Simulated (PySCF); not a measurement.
A structure optimised at TPSSh-D3(BJ)/def2-SVP, used in a PySCF frequency run:

```xyz
10

C     -1.2721     0.6139     0.0000
O     -1.1021    -0.8300     0.0000
Si     0.5710    -1.1316     0.0000
Si     0.5788     1.2015     0.0000
H     -1.8474     0.9190    -0.8914
H     -1.8474     0.9190     0.8914
H      1.0205    -1.8873     1.2028
H      1.0205    -1.8873    -1.2028
H      1.0027     1.9569    -1.2124
H      1.0027     1.9569     1.2124
```

Problem. Write its SMILES, formula and point group.

Solution. C1O[SiH2][SiH2]1, CH6OSi2, Cs

Problem. What are its rotational constants (standard atomic weights)?

Solution. 6.6799, 4.3430, 2.8543 GHz
